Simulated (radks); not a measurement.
Q: Radial electron density D(r) = 4 pi r^2 rho(r) of an atom or ion with 8 electrons. Method: scalar-relativistic Kohn-Sham, SCAN, spin-polarised, spherical densities, finite nucleus; meta-GGA in the generalised Kohn-Sham scheme; Fermi nuclear charge, rms radius of each element as measured or else 0.836 A^(1/3) + 0.57 fm; computed with a radial shooting solver on a logarithmic mesh with Libxc functionals.

r (bohr)  D(r) (e/bohr)   spin D(r)
0.001063          1.988   -0.000155
0.00117           2.349   -0.000164
0.001287          2.771   -0.000167
0.001417          3.265   -0.000159
0.00156           3.842   -0.000134
0.001717          4.515  -0.0000821
0.001875          5.227    9.44e-07
0.002064          6.121    0.000148
0.002272          7.154    0.000383
0.002501          8.343    0.000743
0.002753          9.706     0.00128
0.00303           11.26     0.00209
0.003336          13.03     0.00326
0.003672          15.02     0.00496
0.004042          17.27     0.00741
0.004449          19.76      0.0109
0.004897          22.52      0.0159
0.00539           25.55      0.0228
0.005886          28.55      0.0317
0.006479          32.06      0.0450
0.007132          35.77      0.0636
0.007851          39.64      0.0892
0.008642          43.60       0.125
0.009513          47.56       0.173
0.01047           51.42       0.239
0.01153           55.05       0.328
0.01269           58.31       0.447
0.01397           61.05       0.606
0.01537           63.12       0.817
0.01692           64.38        1.09
0.01863           64.75        1.45
0.02034           64.25        1.87
0.02239           62.79        2.43
0.02465           60.49        3.14
0.02713           57.51        4.01
0.02986           54.14        5.07
0.03287           50.73        6.32
0.03618           47.66        7.75
0.03983           45.33        9.36
0.04384           44.06        11.1
0.04826           44.06        12.9
0.05312           45.33        14.7
0.05848           47.66        16.4
0.06437           50.62        17.8
0.07029           53.35        18.7
0.07737           55.67        19.2
0.08517           56.61        19.0
0.09375           55.64        18.1
0.1032            52.48        16.5
0.1136            47.24        14.5
0.125             40.35        12.0
0.1376            32.53        9.49
0.1515            24.62        7.04
0.1668            17.39        4.89
0.1836            11.39        3.16
0.2021            6.865        1.88
0.2207            3.988        1.08
0.2429            2.005       0.541
0.2674           0.9054       0.243
0.2943           0.3632      0.0975
0.324            0.1280      0.0344
0.3566          0.03910      0.0105
0.3925          0.01022     0.00276

What is the nuclear charge?

A: Z = 52. The innermost maximum, from 1s, lies near gamma/Z bohr with gamma = sqrt(1 - (Z/c)^2) = 0.925, here 0.0178 bohr (found: 0.0185), and its height grows with Z. The density is that of the tellurium ion Te44+ in [He] 2s2 2p4; the configuration itself is not fixed sharply by these data, and Z only to a few units. D(r) has 2 maxima, at r = 0.0185, 0.0852 bohr, and minima at 0.0460 bohr, inside which lie 2.19 electrons.
